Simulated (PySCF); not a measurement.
**Identify the compound**

Molecular formula: C$_{3}$H$_{10}$B$_{2}$. Simulated spectra:

1H NMR (400 MHz, computed): δ 7.63 (br, 2H), 7.54 (br, 1H), 3.42 (m, 2H), 1.42 (m, 2H), 1.13 (t, J = 8.6 Hz, 3H).

13C{1H} NMR (computed): δ 61.3 (CH2), 30.1 (CH2), 12.6 (CH3).

Theoretical values (PySCF): NMR shieldings at CAM-B3LYP/pcSseg-2/GIAO, J couplings at B3LYP/pcJ-1 (spin–dipole term only in couplings to heteroatoms), coordinates at the PBE0-D3(BJ)/def2-SVP level. Rapidly exchanging positions averaged, relativity neglected, one computed conformer, no solvent.

Shifts are taken against calculated references (same method and geometry level): TMS for 1H and 13C.

Propose a structure and justify it.

Results:


1. 3 carbon signals for 3 carbons: no two carbons are equivalent.
2. Carbon types of the structure: 2 × CH2, 1 × CH3, leaving 3 H on heteroatoms.
3. δC 61.3: sp3 CH2 bonded to 2 B.
4. δC 30.1: sp3 CH2 bonded to B.
5. δC 12.6: methyl carbon; aliphatic region, no heteroatom directly attached.
6. δH 7.63: hydrogen on a boron bonded to C.
7. δH 7.54: hydrogen on a boron bonded to 2 C.
8. δH 1.42: hydrogen on an sp3 CH2 bonded to B.
9. δH 1.13: hydrogen on a methyl carbon.

Structure: `InChI=1S/C3H10B2/c1-2-5-3-4/h5H,2-4H2,1H3`.

The data come from this structure; uniqueness wasn't tested.

Hydrogens on boron are broadened and split by 11B (spin 3/2, 80 %) and 10B (spin 3). A carbon bonded to boron is broadened by the quadrupolar boron nucleus and is often missing from a measured spectrum. Multiplet labels drop couplings under 1 Hz and merge nearly equal ones. Unscaled 3J(H,H) at this level run about 10 % above measured values. Shifts are as computed, not scaled to solution data. Of 1313 compounds with measured shifts, 239 miss one by over three times the rms of a fit or turn the order of signals round; such compounds aren't used in these exercises. 3J across rotatable bonds or in flexible rings reflects this conformer alone.
